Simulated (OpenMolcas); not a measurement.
**What dynamic correlation does to the levels of Ir7+**

```yaml
Program: OpenMolcas
Basis: ANO-RCC-VQZP [9s8p6d4f2g1h]
Scalar_Hamiltonian: DKH2, point nucleus
Active_space: 2 electrons in 5 orbitals (5d)
State_averaging: 2S+1 = 3 even, 10 roots; 2S+1 = 1 even, 15 roots
Spin-orbit_coupling: state interaction with AMFI integrals over the reference wave functions, term energies averaged over their components
```

Methods on the same reference wave functions:
A. CASSCF
B. SS-CASPT2, IPEA 0.25 Eh, imaginary shift 0.1 Eh (closed shells correlated: 5s 5p)

Energies in cm⁻¹ above 5d² ³F₂, the measured ground level; measured values from van het Hof, Joshi, Wyart and Sugar, J. Res. Natl. Inst. Stand. Technol. 100, 687 (1995).

```tsv
Level	A	B	Measured
5d² ³F₂	0.0	0.0	0.0
5d² ³F₃	12021	12380	12672
5d² ³P₀	19787	17890	17254
5d² ³F₄	21391	21330	21615
5d² ³P₁	27164	25710	25221
5d² ¹G₄	38038	36300	36253
5d² ³P₂ [55 %]	40544	38660	38878
5d² ¹S₀	71299	65600	65022
```

Deviations, from unrounded energies. A percentage is the sum of absolute deviations over the sum of measured energies, with the sign that they share, or ± where signs differ.

```
                        Against measurement  Levels     A     B
             mean absolute deviation (cm-1)       7  2200   360
      fine structure of the ground term (%)       2  -2.6  -1.7
other terms of the ground configuration (%)       5  +7.8  ±1.1
```

B lies closest to measurement on these levels. The largest miss of B in the table is 5d² ³P₀, by +640 cm-1. The ranking rests on the paired levels alone, and a cruder setting can come out closer through cancelling errors.

From A to B the spin-free energies of the other terms of 5d² shown, above ³F, scale by factors of 0.87 to 0.88, as is usual when dynamic correlation screens the repulsion within a d or f shell.

The lowest spin-free term lies below A's lowest term by 0.245 hartree in B.

CASPT2 breaks the degeneracy within a term, and the mean is taken; among the terms shown or strongly mixed into the levels shown the widest spread is 490 cm-1 (5d² ³F, B). Without dynamic correlation excited terms often stand tens of per cent too high (terms of higher spin than the ground term too low), and those without a measured partner can miss by more than the paired ones (holds for A). Computed and measured levels are paired by configuration, term and J; levels that our copy of the source lacks, or whose pairing is in doubt (as where it misses far off the trend of its configuration), stay unpaired and out of the deviations. Levels of configurations outside the active space are missing. Levels that lie high or do not pair safely by name in every column are left out.

A share in square brackets marks a mixed level and gives the weight of the term that names it, the lowest over the columns.
